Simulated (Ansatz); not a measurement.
Species: GeBr, charge 0, doublet. GeBr (SMILES [Ge][Br], doublet).
B3LYP-D3(BJ)/def2-TZVP minimum from Ansatz (a first-principles code):
```xyz
2

Ge     0.0000     0.0000    -1.2291
Br     0.0000     0.0000     1.1237
```
Charge 0, spin multiplicity 2.

Total energies in hartree (Ansatz). UHF or UKS for unpaired electrons; spin-orbit terms are left out. Correlated methods leave the cores frozen (noble-gas shells, and filled d and f shells in the p block). No relativity. Spin-orbit terms, left out, reach several kcal/mol for Br and I, and more for heavier atoms.

```csv
species,HF/cc-pVTZ,CCSD(T)/cc-pVTZ,HF/cc-pVQZ,CCSD(T)/cc-pVQZ,CCSDT(Q)/cc-pVQZ
"1: GeBr (SMILES [Ge][Br], doublet)",-4647.89231,-4648.15561,-4647.89812,-4648.18500,-4648.18667
2: Ge (triplet),-2075.36107,-2075.42794,-2075.36359,-2075.43284,-2075.43338
3: Br (doublet),-2572.44509,-2572.60263,-2572.44802,-2572.62195,-2572.62273
```

Q: Work out the atomisation energy (electronic, to ground-state atoms) in kJ/mol: take Hartree-Fock from cc-pVQZ, extrapolate the CCSD(T) correlation energy as X^-3 (X = 3, 4), and add CCSDT(Q) - CCSD(T) in cc-pVQZ. 1 hartree = 2625.5 kJ/mol.

A: 
Species 1: correlation (64·(-0.28688) - 27·(-0.26330))/37 = -0.30409; step -0.00167; E1 = -4647.89812 + (-0.30409) + (-0.00167) = -4648.20388
Species 2: correlation (64·(-0.06925) - 27·(-0.06687))/37 = -0.07099; step -0.00054; E2 = -2075.36359 + (-0.07099) + (-0.00054) = -2075.43512
Species 3: correlation (64·(-0.17393) - 27·(-0.15754))/37 = -0.18589; step -0.00078; E3 = -2572.44802 + (-0.18589) + (-0.00078) = -2572.63469
-1·E1 +1·E2 +1·E3 = 0.13407 hartree = 352.0 kJ/mol.
